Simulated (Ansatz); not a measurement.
`[NH2][GaH][CH2]Cl`, 9 atoms. The species carries charge 0 and has multiplicity 1. Correlated methods include outer-core shells of Ga, which these sets cover unevenly. Scalar relativity is left out up to krypton. All runs use 4 threads of an AMD EPYC 9R45 on a shared host. Correlated methods freeze the cores.

Q: Give the basis size and wall time and peak host memory of each of these runs in Ansatz. RKS PBE0-D4/def2-TZVP frequencies; RKS PBE0-D4/def2-QZVPP energy; RKS PBE0-D4/def2-SVP energy; RHF-MP2/def2-QZVPP energy; RKS ωB97M-V/def2-SVP energy; direct RPA on PBE orbitals/def2-TZVPP energy; RKS HSE06 (plane-wave form)-D4/def2-TZVPP energy; RKS BHLYP-D4/def2-TZVPP energy; RKS ωB97M-V/def2-QZVPP energy; RKS PBE0-D4/def2-TZVP relaxation (11 steps); RKS PBE0-D4/def2-TZVPP energy; RKS B3LYP-D4/def2-TZVPP energy and forces. (Estimate.)

A: Ansatz gave: Other jobs shared the machine, so times are rough.

```csv
level,job,functions,wall time,peak host memory (GiB)
RKS PBE0-D4/def2-SVP,energy,103,0.45 s,0.25
RKS PBE0-D4/def2-TZVPP,energy,222,0.95 s,0.6
RKS BHLYP-D4/def2-TZVPP,energy,222,1 s,0.63
RKS HSE06 (plane-wave form)-D4/def2-TZVPP,energy,222,1.1 s,0.63
RKS ωB97M-V/def2-SVP,energy,103,1.4 s,0.36
RKS B3LYP-D4/def2-TZVPP,energy and forces,222,1.4 s,0.65
direct RPA on PBE orbitals/def2-TZVPP,energy,222,1.6 s,0.54
RKS PBE0-D4/def2-QZVPP,energy,423,2.6 s,1.6
RKS ωB97M-V/def2-QZVPP,energy,423,5.5 s,1.9
RHF-MP2/def2-QZVPP,energy,423,6 s,2.2
RKS PBE0-D4/def2-TZVP,relaxation (11 steps),177,12 s,0.51
RKS PBE0-D4/def2-TZVP,frequencies,177,41 s,0.51
```

B3LYP here is the variant with VWN-RPA as its local correlation; programs differ in this.
